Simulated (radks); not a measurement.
Values are calculated unless marked as measured or tabulated.
All-electron atom: the strontium ion Sr23+ in [Ne] 3s2 3p3. Code: a radial shooting solver on a logarithmic mesh with Libxc functionals. Model: scalar-relativistic Kohn-Sham, LDA (Slater exchange, VWN5 correlation), spin-polarised, spherical densities, finite nucleus; open shells are filled with parallel spins first (spin-orbit coupling, left out, can overturn this in heavy ions); Fermi nuclear charge, rms radius 4.224 fm. Some entries of the table are withheld. Estimate them.

orbital  occ.  eigenvalue (hartree)  <r^2> (bohr^2)  <1/r> (bohr^-1)
1s up       1             -622.5512        0.002071            38.94
1s down     1             -622.3806        0.002071            38.95
2s up       1             -115.7710             (1)            8.789
2s down     1             -115.6106             (2)            8.794
2p up       3             -107.3252         0.02687            8.575
2p down     3             -107.1330         0.02683            8.576
3s up       1             -42.34253          0.2079            3.435
3s down     1             -41.81724          0.2092            3.423
3p up       3             -39.63778          0.2002            3.331
3p down     0             -39.10959          0.2014            3.323

Answer. 
(1) 2s up <r^2> (bohr^2): 0.03430
(2) 2s down <r^2> (bohr^2): 0.03422
